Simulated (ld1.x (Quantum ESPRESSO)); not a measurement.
## LDA (PZ) ultrasoft dataset for tungsten (W), fully relativistic all-electron reference.

Input for ld1.x (Quantum ESPRESSO) 7.5:

```
&input
   title='W', zed=74., rel=2, dft='PZ', iswitch=3,
   config='[Xe] 4f14 5d4.5 6s1.5 6p0', rel_dist='average',
   nld=5, rlderiv=3.40, eminld=-2.0, emaxld=5.0, deld=0.02
 /
 &inputp
   pseudotype=3, tm=.true., lloc=-1, rcloc=2.40,
   nlcc=.true., new_core_ps=.true., rcore=1.60,
   which_augfun='PSQ', rmatch_augfun=1.20,
   file_pseudopw='W.UPF', file_wfcaegen='ae.wfc', file_wfcncgen='nc.wfc', file_beta='beta', file_chi='chi', file_wfcusgen='us.wfc'
 /
6
6S  1  0   1.50   0.00  2.20  2.60  0.0
6S  1  0   0.00   2.25  2.20  2.60  0.0
6P  2  1   0.00   0.00  2.30  3.15  0.0
6P  2  1   0.00   1.40  2.30  3.15  0.0
5D  3  2   4.50   0.00  1.30  1.70  0.0
5D  3  2   0.00   1.35  1.30  1.70  0.0
 &test
   configts(1)='5d4.5 6s1.5 6p0'
 /
```

Command:

```bash
ld1.x < W.in > W.out
```

Resulting log (shortened: banner, matrices, multipoles, cross overlaps and the repeated all-electron block are left out):

```
Program LD1 v.7.5
     --------------------------- All-electron run ----------------------------

     W
     dirac relativistic calculation

     atomic number is 74.00
     dft =PZ   lsd =0 sic =0 latt =0  beta=0.20 tr2=1.0E-14
     Exchange-correlation= PZ
                           (   1   1   0   0   0   0   0)
     mesh =1273 r(mesh) =  99.08072 a.u. xmin = -7.00 dx = 0.01250
     1 Ry =  13.60569312 eV, c = 137.03599908

     n l j   nl                  e(Ry)          e(Ha)          e(eV)
     Spin orbit split results
     1 0 0.5 1S 1( 2.00)     -5096.4365     -2548.2182    -69340.5505
     2 0 0.5 2S 1( 2.00)      -879.0604      -439.5302    -11960.2257
     2 1 0.5 2P 1( 2.00)      -840.8353      -420.4176    -11440.1470
     2 1 1.5 2P 1( 4.00)      -741.5091      -370.7546    -10088.7456
     3 0 0.5 3S 1( 2.00)      -202.3453      -101.1726     -2753.0479
     3 1 0.5 3P 1( 2.00)      -185.2958       -92.6479     -2521.0779
     3 1 1.5 3P 1( 4.00)      -163.8237       -81.9118     -2228.9349
     4 0 0.5 4S 1( 2.00)       -41.6321       -20.8161      -566.4339
     4 1 0.5 4P 1( 2.00)       -34.5652       -17.2826      -470.2835
     4 1 1.5 4P 1( 4.00)       -29.5714       -14.7857      -402.3391
     3 2 1.5 3D 1( 4.00)      -135.0365       -67.5182     -1837.2646
     3 2 2.5 3D 1( 6.00)      -130.3634       -65.1817     -1773.6848
     5 0 0.5 5S 1( 2.00)        -5.7407        -2.8704       -78.1068
     5 1 0.5 5P 1( 2.00)        -3.6433        -1.8217       -49.5699
     5 1 1.5 5P 1( 4.00)        -2.9169        -1.4585       -39.6871
     4 2 1.5 4D 1( 4.00)       -17.9476        -8.9738      -244.1889
     4 2 2.5 4D 1( 6.00)       -17.0274        -8.5137      -231.6700
     4 3 2.5 4F 1( 6.00)        -2.4692        -1.2346       -33.5948
     4 3 3.5 4F 1( 8.00)        -2.3044        -1.1522       -31.3535
     5 2 1.5 5D 1( 1.80)        -0.3311        -0.1655        -4.5045
     5 2 2.5 5D 1( 2.70)        -0.2795        -0.1397        -3.8023
     6 0 0.5 6S 1( 1.50)        -0.4138        -0.2069        -5.6305
     6 1 0.5 6P 1( 0.00)        -0.1255        -0.0627        -1.7070
     6 1 1.5 6P 1( 0.00)        -0.0906        -0.0453        -1.2331
     Averaged results
     1 0     1S 1( 2.00)     -5096.4365     -2548.2182    -69340.5505
     2 0     2S 1( 2.00)      -879.0604      -439.5302    -11960.2257
     2 1     2P 1( 6.00)      -774.6178      -387.3089    -10539.2127
     3 0     3S 1( 2.00)      -202.3453      -101.1726     -2753.0479
     3 1     3P 1( 6.00)      -170.9811       -85.4905     -2326.3159
     4 0     4S 1( 2.00)       -41.6321       -20.8161      -566.4339
     4 1     4P 1( 6.00)       -31.2360       -15.6180      -424.9872
     3 2     3D 1(10.00)      -132.2326       -66.1163     -1799.1167
     5 0     5S 1( 2.00)        -5.7407        -2.8704       -78.1068
     5 1     5P 1( 6.00)        -3.1591        -1.5795       -42.9814
     4 2     4D 1(10.00)       -17.3955        -8.6977      -236.6776
     4 3     4F 1(14.00)        -2.3750        -1.1875       -32.3141
     5 2     5D 1( 4.50)        -0.3001        -0.1501        -4.0832
     6 0     6S 1( 1.50)        -0.4138        -0.2069        -5.6305
     6 1     6P 1( 0.00)        -0.1022        -0.0511        -1.3911

     final scf error:  9.7E-15 reached in  32 iterations

     Etot =  -32312.803469 Ry,  -16156.401734 Ha, -439638.087942 eV

     Ekin =   36404.820458 Ry,   18202.410229 Ha,  495312.815346 eV
     Encl =  -80744.010549 Ry,  -40372.005274 Ha,-1098578.229048 eV
     Eh   =   12657.570496 Ry,    6328.785248 Ha,  172215.019855 eV
     Exc  =    -631.183874 Ry,    -315.591937 Ha,   -8587.694094 eV

     normalization and overlap integrals

     s(1S/1S) =  1.000000  <r> =   0.0184  <r2> =    0.0005  r(max) =   0.0115
     s(2S/2S) =  1.000000  <r> =   0.0770  <r2> =    0.0071  r(max) =   0.0661
     s(2P/2P) =  1.000000  <r> =   0.0637  <r2> =    0.0050  r(max) =   0.0496
     s(2P/2P) =  1.000000  <r> =   0.0716  <r2> =    0.0062  r(max) =   0.0555
     s(3S/3S) =  1.000000  <r> =   0.2007  <r2> =    0.0462  r(max) =   0.1865
     s(3P/3P) =  1.000000  <r> =   0.1907  <r2> =    0.0424  r(max) =   0.1731
     s(3P/3P) =  1.000000  <r> =   0.2054  <r2> =    0.0490  r(max) =   0.1889
     s(4S/4S) =  1.000000  <r> =   0.4497  <r2> =    0.2286  r(max) =   0.4204
     s(4P/4P) =  1.000000  <r> =   0.4547  <r2> =    0.2356  r(max) =   0.4204
     s(4P/4P) =  1.000000  <r> =   0.4882  <r2> =    0.2714  r(max) =   0.4531
     s(3D/3D) =  1.000000  <r> =   0.1797  <r2> =    0.0379  r(max) =   0.1471
     s(3D/3D) =  1.000000  <r> =   0.1843  <r2> =    0.0398  r(max) =   0.1508
     s(5S/5S) =  1.000000  <r> =   1.0681  <r2> =    1.2832  r(max) =   0.9593
     s(5P/5P) =  1.000000  <r> =   1.1783  <r2> =    1.5761  r(max) =   1.0340
     s(5P/5P) =  1.000000  <r> =   1.2855  <r2> =    1.8789  r(max) =   1.1145
     s(4D/4D) =  1.000000  <r> =   0.5049  <r2> =    0.2958  r(max) =   0.4475
     s(4D/4D) =  1.000000  <r> =   0.5165  <r2> =    0.3093  r(max) =   0.4588
     s(4F/4F) =  1.000000  <r> =   0.6031  <r2> =    0.4572  r(max) =   0.4257
     s(4F/4F) =  1.000000  <r> =   0.6129  <r2> =    0.4731  r(max) =   0.4310
     s(5D/5D) =  1.000000  <r> =   2.0638  <r2> =    5.2406  r(max) =   1.4858
     s(5D/5D) =  1.000000  <r> =   2.1727  <r2> =    5.8468  r(max) =   1.5425
     s(6S/6S) =  1.000000  <r> =   3.2063  <r2> =   11.7582  r(max) =   2.6736
     s(6P/6P) =  1.000000  <r> =   4.4619  <r2> =   23.3240  r(max) =   3.5199
     s(6P/6P) =  1.000000  <r> =   5.0008  <r2> =   29.3694  r(max) =   3.9390

     ------------------------ End of All-electron run ------------------------

     --------------------- Generating US pseudopotential ---------------------

      Generating local potential from pseudized AE potential:
      Matching radius rcloc =   2.4000

      Local pseudo, rcloc= 2.389 Estimated cut-off energy=     4.37 Ry

      Computing core charge for nlcc:

       r > 1.60 : true rho core
      Core charge pseudized with two Bessel functions
      Integrated core pseudo-charge :  14.89

     Fully relativistic calculation: |psi|^2

     Wfc 6S LC norm =  0.99995316 SC norm =  0.00004540 missing  0.00000144

     Wfc 6P LC norm =  0.99997737 SC norm =  0.00002252 missing  0.00000011

     Wfc 6P LC norm =  0.99998217 SC norm =  0.00001532 missing  0.00000251

     Wfc 5D LC norm =  0.99987703 SC norm =  0.00012295 missing  0.00000002

     Wfc 5D LC norm =  0.99988808 SC norm =  0.00011071 missing  0.00000122
      Wfc-us  6S rcutus= 2.575  Estimated cut-off energy=     6.60 Ry
      Wfc-us  6S rcutus= 2.575  Estimated cut-off energy=    11.54 Ry
      Wfc-us  6P rcutus= 3.145  Estimated cut-off energy=     7.41 Ry
      Wfc-us  6P rcutus= 3.145  Estimated cut-off energy=     7.24 Ry
      Wfc-us  6P rcutus= 3.145  Estimated cut-off energy=    11.03 Ry
      Wfc-us  6P rcutus= 3.145  Estimated cut-off energy=    10.03 Ry
      Wfc-us  5D rcutus= 1.684  Estimated cut-off energy=    39.64 Ry
      Wfc-us  5D rcutus= 1.684  Estimated cut-off energy=    39.48 Ry
      Wfc-us  5D rcutus= 1.684  Estimated cut-off energy=    44.52 Ry
      Wfc-us  5D rcutus= 1.684  Estimated cut-off energy=    43.81 Ry

     Q pseudized with Bessel functions
     Expected ecutrho=     267.1785 due to l1=  2   l2=  2

     ------------------- End of pseudopotential generation -------------------

     Computing logarithmic derivative in   3.41168
     Computing logarithmic derivative in   3.41168
     Computing the partial wave expansion
     R is outside the sphere for l=    0 j= 0.50
     R is outside the sphere for l=    0 j= 0.50
     R is outside the sphere for l=    1 j= 0.50
     R is outside the sphere for l=    1 j= 0.50
     R is outside the sphere for l=    1 j= 1.50
     R is outside the sphere for l=    1 j= 1.50
     R is outside the sphere for l=    2 j= 1.50
     R is outside the sphere for l=    2 j= 1.50
     R is outside the sphere for l=    2 j= 2.50
     R is outside the sphere for l=    2 j= 2.50

     ---------------------- Testing the pseudopotential ----------------------

     W
     dirac relativistic calculation

     atomic number is 74.00   valence charge is  6.00
     dft =PZ   lsd =0 sic =0 latt =0  beta=0.20 tr2=1.0E-14
     mesh =1273 r(mesh) =  99.08072 xmin = -7.00 dx = 0.01250

     n l  j  nl             e AE (Ry)       e PS (Ry)    De AE-PS (Ry)
     3 2 1.5 5D   1( 1.80)       -0.33108       -0.33107       -0.00000
     3 2 2.5 5D   1( 2.70)       -0.27946       -0.27947        0.00000
     1 0 0.5 6S   1( 1.50)       -0.41383       -0.41383        0.00000
     2 1 0.5 6P   1( 0.00)       -0.12546       -0.12546       -0.00000
     2 1 1.5 6P   1( 0.00)       -0.09063       -0.09063        0.00000

     eps = 1.3E-15  iter =  3

     Etot =  -32312.803469 Ry,  -16156.401734 Ha, -439638.087942 eV
     Etotps =   -39.564684 Ry,     -19.782342 Ha,    -538.304946 eV

     Ekin =      14.770299 Ry,       7.385149 Ha,     200.960150 eV
     Encl =     -34.632805 Ry,     -17.316403 Ha,    -471.203322 eV
     Ehrt =      13.748864 Ry,       6.874432 Ha,     187.062818 eV
     Ecxc =     -29.959257 Ry,     -14.979629 Ha,    -407.616463 eV
     (Ecc =     -24.376958 Ry,     -12.188479 Ha,    -331.665403 eV)
     Epseu=      -3.491783 Ry,      -1.745892 Ha,     -47.508130 eV

     ---------------------- End of pseudopotential test ----------------------
```

Generation and configuration tests took about 2.1 s on one core of a shared server CPU.

Transferability test of the new file with ld1.x, input:

```
&input
   title='W', zed=74., rel=2, dft='PZ', iswitch=2,
   config='[Xe] 4f14 5d4.5 6s1.5 6p0', rel_dist='average'
 /
 &test
   file_pseudo='W.UPF', nconf=8,
   configts(1)='5d4.5 6s1.5 6p0',
   configts(2)='5d4 6s2 6p0',
   configts(3)='5d4 6s1 6p0',
   configts(4)='5d4 6s0 6p0',
   configts(5)='5d3 6s0 6p0',
   configts(6)='5d4 6s0 6p2',
   configts(7)='5d4 6s0 6p1',
   configts(8)='5d4 6s1.5 6p0'
 /
```

```bash
ld1.x < W.test.in > W.test.out
```

Pseudopotential blocks of its output, shortened (energy terms left out):

```
     ---------------------- Testing the pseudopotential ----------------------

     n l  j  nl             e AE (Ry)       e PS (Ry)    De AE-PS (Ry)
     3 2 1.5 5D   1( 1.80)       -0.33108       -0.33107       -0.00000
     3 2 2.5 5D   1( 2.70)       -0.27946       -0.27947        0.00000
     1 0 0.5 6S   1( 1.50)       -0.41383       -0.41383        0.00000
     2 1 0.5 6P   1( 0.00)       -0.12546       -0.12546       -0.00000
     2 1 1.5 6P   1( 0.00)       -0.09063       -0.09063        0.00000

     eps = 1.3E-15  iter =  3

     Etot =  -32312.803469 Ry,  -16156.401734 Ha, -439638.087942 eV
     Etotps =   -39.564684 Ry,     -19.782342 Ha,    -538.304946 eV

     ---------------------- End of pseudopotential test ----------------------

          ---------------------- Testing the pseudopotential ----------------------

     n l  j  nl             e AE (Ry)       e PS (Ry)    De AE-PS (Ry)
     3 2 1.5 5D   1( 1.60)       -0.37745       -0.37909        0.00164
     3 2 2.5 5D   1( 2.40)       -0.32342       -0.32483        0.00141
     1 0 0.5 6S   1( 2.00)       -0.43466       -0.43455       -0.00011
     2 1 0.5 6P   1( 0.00)       -0.13595       -0.13569       -0.00025
     2 1 1.5 6P   1( 0.00)       -0.09834       -0.09810       -0.00023

     eps = 7.6E-17  iter =  9

     Etot =  -32312.854432 Ry,  -16156.427216 Ha, -439638.781336 eV
     Etotps =   -39.615261 Ry,     -19.807630 Ha,    -538.993083 eV
     dEtot_ae =      -0.050964 Ry
     dEtot_ps =      -0.050577 Ry,   Delta E=      -0.000386 Ry

     ---------------------- End of pseudopotential test ----------------------

          ---------------------- Testing the pseudopotential ----------------------

     n l  j  nl             e AE (Ry)       e PS (Ry)    De AE-PS (Ry)
     3 2 1.5 5D   1( 1.60)       -0.91665       -0.91939        0.00275
     3 2 2.5 5D   1( 2.40)       -0.85906       -0.86157        0.00251
     1 0 0.5 6S   1( 1.00)       -0.91754       -0.91808        0.00054
     2 1 0.5 6P   1( 0.00)       -0.55914       -0.55934        0.00020
     2 1 1.5 6P   1( 0.00)       -0.49772       -0.49781        0.00008

     eps = 2.8E-15  iter =  9

     Etot =  -32312.182914 Ry,  -16156.091457 Ha, -439629.644861 eV
     Etotps =   -38.943566 Ry,     -19.471783 Ha,    -529.854212 eV
     dEtot_ae =       0.620555 Ry
     dEtot_ps =       0.621117 Ry,   Delta E=      -0.000562 Ry

     ---------------------- End of pseudopotential test ----------------------

          ---------------------- Testing the pseudopotential ----------------------

     n l  j  nl             e AE (Ry)       e PS (Ry)    De AE-PS (Ry)
     3 2 1.5 5D   1( 1.60)       -1.52127       -1.52746        0.00619  !
     3 2 2.5 5D   1( 2.40)       -1.45948       -1.46530        0.00583  !
     1 0 0.5 6S   1( 0.00)       -1.44326       -1.44549        0.00223
     2 1 0.5 6P   1( 0.00)       -1.02917       -1.03072        0.00155
     2 1 1.5 6P   1( 0.00)       -0.94471       -0.94587        0.00116

     eps = 6.4E-15  iter =  6

     Etot =  -32311.005003 Ry,  -16155.502502 Ha, -439613.618568 eV
     Etotps =   -37.764419 Ry,     -18.882210 Ha,    -513.811099 eV
     dEtot_ae =       1.798466 Ry
     dEtot_ps =       1.800265 Ry,   Delta E=      -0.001799 Ry

     ---------------------- End of pseudopotential test ----------------------

          ---------------------- Testing the pseudopotential ----------------------

     n l  j  nl             e AE (Ry)       e PS (Ry)    De AE-PS (Ry)
     3 2 1.5 5D   1( 1.20)       -2.35150       -2.38060        0.02910  !
     3 2 2.5 5D   1( 1.80)       -2.28056       -2.30824        0.02768  !
     1 0 0.5 6S   1( 0.00)       -2.10500       -2.11723        0.01223  !
     2 1 0.5 6P   1( 0.00)       -1.62073       -1.63054        0.00981  !
     2 1 1.5 6P   1( 0.00)       -1.50681       -1.51545        0.00864  !

     eps = 9.8E-15  iter =  6

     Etot =  -32309.116371 Ry,  -16154.558186 Ha, -439587.922422 eV
     Etotps =   -35.860063 Ry,     -17.930032 Ha,    -487.901015 eV
     dEtot_ae =       3.687098 Ry
     dEtot_ps =       3.704621 Ry,   Delta E=      -0.017523 Ry

     ---------------------- End of pseudopotential test ----------------------

          ---------------------- Testing the pseudopotential ----------------------

     n l  j  nl             e AE (Ry)       e PS (Ry)    De AE-PS (Ry)
     3 2 1.5 5D   1( 1.60)       -0.57336       -0.57659        0.00323
     3 2 2.5 5D   1( 2.40)       -0.51561       -0.51854        0.00293
     1 0 0.5 6S   1( 0.00)       -0.57673       -0.57718        0.00045
     2 1 0.5 6P   1( 0.67)       -0.24507       -0.24520        0.00013
     2 1 1.5 6P   1( 1.33)       -0.19685       -0.19671       -0.00014

     eps = 8.6E-15  iter = 11

     Etot =  -32312.167510 Ry,  -16156.083755 Ha, -439629.435281 eV
     Etotps =   -38.927746 Ry,     -19.463873 Ha,    -529.638961 eV
     dEtot_ae =       0.635959 Ry
     dEtot_ps =       0.636938 Ry,   Delta E=      -0.000979 Ry

     ---------------------- End of pseudopotential test ----------------------

          ---------------------- Testing the pseudopotential ----------------------

     n l  j  nl             e AE (Ry)       e PS (Ry)    De AE-PS (Ry)
     3 2 1.5 5D   1( 1.60)       -1.00981       -1.01374        0.00394
     3 2 2.5 5D   1( 2.40)       -0.95058       -0.95422        0.00364
     1 0 0.5 6S   1( 0.00)       -0.98491       -0.98586        0.00095
     2 1 0.5 6P   1( 0.33)       -0.61753       -0.61807        0.00054
     2 1 1.5 6P   1( 0.67)       -0.55348       -0.55367        0.00019

     eps = 3.5E-15  iter =  7

     Etot =  -32311.778737 Ry,  -16155.889369 Ha, -439624.145758 eV
     Etotps =   -38.538860 Ry,     -19.269430 Ha,    -524.347905 eV
     dEtot_ae =       1.024732 Ry
     dEtot_ps =       1.025824 Ry,   Delta E=      -0.001092 Ry

     ---------------------- End of pseudopotential test ----------------------

          ---------------------- Testing the pseudopotential ----------------------

     n l  j  nl             e AE (Ry)       e PS (Ry)    De AE-PS (Ry)
     3 2 1.5 5D   1( 1.60)       -0.63755       -0.63955        0.00201
     3 2 2.5 5D   1( 2.40)       -0.58182       -0.58361        0.00179
     1 0 0.5 6S   1( 1.50)       -0.66924       -0.66939        0.00015
     2 1 0.5 6P   1( 0.00)       -0.33948       -0.33939       -0.00008
     2 1 1.5 6P   1( 0.00)       -0.28955       -0.28943       -0.00012

     eps = 5.2E-16  iter =  9

     Etot =  -32312.579101 Ry,  -16156.289551 Ha, -439635.035267 eV
     Etotps =   -39.339917 Ry,     -19.669958 Ha,    -535.246834 eV
     dEtot_ae =       0.224367 Ry
     dEtot_ps =       0.224767 Ry,   Delta E=      -0.000400 Ry

     ---------------------- End of pseudopotential test ----------------------
```
